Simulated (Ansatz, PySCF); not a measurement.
CH4O2, SMILES C(O)O. Atoms are numbered in the order given.

```xyz
7

O     -1.1681    -0.0942    -0.2468
C      0.0000     0.0000     0.5307
O      1.1681     0.0942    -0.2468
H     -1.2434     0.7093    -0.7760
H      0.0018     0.8948     1.1580
H     -0.0018    -0.8948     1.1580
H      1.2434    -0.7093    -0.7760
```

Geometry optimised at B3LYP-D3(BJ)/def2-TZVP. One conformer was computed; it need not be the lowest.

Vertical ionisation energy (IE) and electron affinity (EA) in eV. Rows of orbital energies are one-electron estimates. Where ΔSCF, EOM or ADC give a negative EA the extra electron is unbound and the value depends on the basis.

```csv
level,IE,EA
"−ε(HOMO), −ε(LUMO), HF/def2-TZVPD (PySCF)",12.76,-1.67
"−ε(HOMO), −ε(LUMO), PBE/def2-TZVPD (PySCF)",6.69,0.52
"ΔSCF, ωB97X-V/def2-SVPD (Ansatz), final states of multiplicity 2 and 2",(withheld),(withheld)
"ΔSCF, PBE/def2-SVPD (Ansatz), final states of multiplicity 2 and 2",10.67,-1.57
```

Task: Complete the blanks. (The exact figures need the calculation; the answer reports its results.)

Result: 
- ΔSCF, ωB97X-V/def2-SVPD (Ansatz, a program for electronic structure), final states of multiplicity 2 and 2, IE: 11.29
- ΔSCF, ωB97X-V/def2-SVPD (Ansatz), final states of multiplicity 2 and 2, EA: -2.11

Task: What vertical singlet–triplet gap does ΔSCF give with ωB97X-V/def2-SVPD (Ansatz) and with PBE/def2-SVPD (Ansatz)? (The exact figures need the calculation; the answer reports its results.)

Result: 7.77 and 6.72 eV (triplet above singlet where positive).
